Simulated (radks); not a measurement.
The numbers below are computed, except where a source is named.
Mean orbital radii <r> (bohr) of neutral strontium, [Kr] 5s2, at several levels of relativity; Dirac values are averaged over j with weights 2j + 1. Spin-unpolarised spherical Kohn-Sham, LDA (Slater exchange, Perdew-Wang correlation), point nucleus unless stated (finite: rms radius 4.224 fm), a radial shooting solver on a logarithmic mesh with Libxc functionals. A level marked "c x" has the speed of light scaled by that factor.

\begin{tabular}{lrrrrr}
shell & non-rel. & scalar-rel., finite nucleus & Dirac, finite nucleus & Dirac, c x 1.25 & change of magnitude, last against first (%) \\ \hline
1s & 0.04023 & 0.03921 & 0.03921 & 0.03958 & -1.62 \\
2s & 0.1772 & 0.1727 & 0.1724 & 0.1742 & -1.73 \\
2p & 0.1524 & 0.1505 & 0.1504 & 0.1511 & -0.83 \\
3s & 0.5045 & 0.4931 & 0.4929 & 0.4971 & -1.46 \\
3p & 0.5041 & 0.4992 & 0.4990 & 0.5009 & -0.64 \\
3d & 0.4971 & 0.4986 & 0.4987 & 0.4981 & +0.20 \\
4s & 1.383 & 1.356 & 1.356 & 1.366 & -1.24 \\
4p & 1.576 & 1.569 & 1.569 & 1.572 & -0.27 \\
5s & 4.337 & 4.273 & 4.273 & 4.297 & -0.93 \\
4d (empty) & 3.276 & 3.457 & 3.457 & 3.389 & +3.44 \\
5p (empty) & 5.816 & 5.844 & 5.844 & 5.833 & +0.30 \\
\end{tabular}
